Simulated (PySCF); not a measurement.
boron monoxide dimer (B₂O₂), SMILES O=BB=O. Atoms are numbered in the order given.

```xyz
4

O      0.0000     0.0000    -2.0226
B      0.0000     0.0000    -0.8250
B      0.0000     0.0000     0.8250
O      0.0000     0.0000     2.0226
```

Geometry optimised at ωB97X-D3(BJ)/def2-TZVP. Other conformers were not sampled.

Level of theory: TDDFT-LC-ωPBE/def2-SVPD run with PySCF.

Vertical excitations; the highest root listed may be one member of a degenerate set. Isolated molecule, no solvent. State labels are in the subgroup D2h.

### Question
Give excitation energies, oscillator strengths and character. (Estimate from the structure and the level; the computed values follow.)

### Answer

| state | symmetry | energy (eV) | λ (nm) | f | main pairs |
|---|---|---|---|---|---|
| S1 | Au | 6.99 | 177 | 0.000 | HOMO−1→LUMO 47 %, HOMO→LUMO+1 47 % |
| S2 | B1u | 7.24 | 171 | 0.000 | HOMO→LUMO, HOMO−1→LUMO+1 (degenerate set) |
| S3 | Au | 7.24 | 171 | 0.000 | HOMO→LUMO+1, HOMO−1→LUMO (degenerate set) |
| S4 | B1g | 7.51 | 165 | 0.000 | HOMO−2→LUMO 46 %, HOMO−3→LUMO+1 46 % |
| S5 | Ag | 7.83 | 158 | 0.000 | HOMO−3→LUMO, HOMO−2→LUMO+1 (degenerate set) |
| S6 | B1g | 7.83 | 158 | 0.000 | HOMO−3→LUMO+1, HOMO−2→LUMO (degenerate set) |
| S7 | B2u | 8.86 | 140 | 0.001 | HOMO−4→LUMO (degenerate set) |
| S8 | B3u | 8.86 | 140 | 0.001 | HOMO−4→LUMO+1 (degenerate set) |
| S9 | B2g | 9.35 | 133 | 0.000 | HOMO−5→LUMO+1 (degenerate set) |
| S10 | B3g | 9.35 | 133 | 0.000 | HOMO−5→LUMO (degenerate set) |
| T1 | B1u | 5.99 | 207 | 0 | HOMO→LUMO 44 %, HOMO−1→LUMO+1 44 % |
| T2 | Ag | 6.39 | 194 | 0 | HOMO−3→LUMO 43 %, HOMO−2→LUMO+1 43 % |
| T3 | B1u | 6.42 | 193 | 0 | HOMO−1→LUMO+1, HOMO→LUMO (degenerate set) |
| T4 | Au | 6.42 | 193 | 0 | HOMO−1→LUMO, HOMO→LUMO+1 (degenerate set) |
Triplets are in the Tamm–Dancoff approximation, which puts them higher than full response would, so one can lie above its singlet here.
